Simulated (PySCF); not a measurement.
# How good is the calculation?

Bonds (- single, = double, # triple, : aromatic): C1-O2 1.419 Å, O2-C3 1.344 Å, C3=O4 1.207 Å, C3-C5 1.470 Å, C5:C6 1.423 Å, C6:C7 1.353 Å, C7:S8 1.724 Å, S8:C9 1.705 Å, C9:C5 1.368 Å. C1 carries H10, H11, H12; C6 carries H13; C7 carries H14; C9 carries H15.

PySCF calculation with PBE0/pcSseg-1 with gauge-including orbitals and GFN2-xTB structure; no solvent, non-relativistic, a single conformation, fast rotation and ring inversion assumed for equivalent nuclei.

Reference values: estimated from measurements, as parent shift plus tabulated substituent increment (solution, not stated per compound (mostly CDCl3 or CCl4); Pretsch, Buehlmann, Badertscher, Structure Determination of Organic Compounds, 4th ed. (2009)).
```json
{"atoms": "H15", "quantity": "δ 1H", "reference": "7.98", "computed": "8.22", "computed, scaled": "7.84"}
{"atoms": "H13", "quantity": "δ 1H", "reference": "7.43", "computed": "7.70", "computed, scaled": "7.36"}
{"atoms": "H14", "quantity": "δ 1H", "reference": "7.15", "computed": "7.11", "computed, scaled": "6.79"}
```

Computed shifts are σ(ref) − σ with the named reference compound (TMS for H and C) calculated as an isolated molecule at the same level. The measured values may be among those fitted. Shieldings were converted by linear fits to measured shifts (mostly CDCl3, TMS scale, for H and C): 1H (scatter 0.17 ppm rms, 0.18 ppm with the 4 outliers that the fit left out). A few per cent of atoms miss by over 2 rms, more outside the fitted compound classes.

Problem. How far are the unscaled 1H shifts from the references?

Solution. Mean signed difference +0.16 ppm, mean absolute 0.18 ppm over 3 comparisons; the largest is +0.27 ppm at H13 (hydrogen on an aromatic CH).
